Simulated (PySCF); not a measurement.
C3H10OSi2.
Z-matrix (Å and degrees, PBE0-D3(BJ)/def2-SVP geometry), rows numbered from 1:
```
C 
C   1  1.3355
O   2  1.3464  1  126.75
Si  3  1.6878  2  127.92  1     2.60
C   4  1.8615  3  104.61  2   176.84
Si  5  1.8884  4  113.51  3   -42.19
H   1  1.0905  2  119.53  3   179.97
H   1  1.0937  2  122.65  3    -0.05
H   2  1.0958  1  121.52  3  -179.88
H   4  1.4944  3  109.26  2    57.59
H   4  1.4941  3  109.50  2   -61.72
H   5  1.1037  4  108.48  3  -163.67
H   5  1.1029  4  109.77  3    79.63
H   6  1.4963  5  109.92  4  -165.55
H   6  1.4912  5  110.73  4    74.52
H   6  1.4953  5  110.27  4   -46.34
```

Linear response at B3LYP/def2-SVPD (PySCF, frozen core in the response, non-relativistic).

Static isotropic polarisability: 96.11 au (14.24 Å³), principal values 78.8, 90.6, 118.9 au.

(1) What is the polarisability at 1064 nm and at the sodium D line?

(2) What is the isotropic C6 coefficient between two such molecules, C6 = (3/π)∫α(iω)² dω?

(3) Which effective excitation energy ω̄ makes London's formula C6 = (3/4)α²ω̄ exact here?

(4) What molar refraction at the D line follows from R = (4π/3)·N_A·α′, with α′ the polarisability volume?

(5) How anisotropic is the static polarisability, by Δα² = ½[(α1 − α2)² + (α2 − α3)² + (α3 − α1)²]?

(6) What three-body coefficient follows from the one-pole estimate C9 = (3/4)·α·C6?

(7) What n − 1 at the D line would an ideal gas of it have at 273.15 K and 1 atm (2.6868 × 10¹⁹ cm⁻³), by n − 1 = 2π·N·α′?

Answers

(1) 97.09 au at 1064 nm (+1.0 %), 99.44 au at 589.3 nm (+3.5 %). The rise at 589.3 nm is 3.38 times that at 1064 nm; a pure ω² law gives 3.26. The lowest singlet lies at 208 nm, shorter than both wavelengths.

(2) 3346 au (Eh·bohr⁶) by a ten-point quadrature over imaginary frequencies, which is 2000 eV·Å⁶ or 193 J·nm⁶/mol.

(3) ω̄ = 4·C6/(3α²) = 0.483 Eh = 13.1 eV. A one-pole form α(ω) = α/(1 − ω²/ω̄²) fitted to the 1064 nm value gives 11.6 eV.

(4) α′ = 14.74 Å³ gives R = 37.17 cm³/mol, for isolated, non-vibrating species.

(5) Δα = 35.6 au, or 0.37 of the isotropic value.

(6) 241000 au. This is an estimate from the two numbers above, not a computed integral.

(7) 24.88 × 10⁻⁴, a formal value whether or not that pressure can be reached.

One conformer stands for the species.
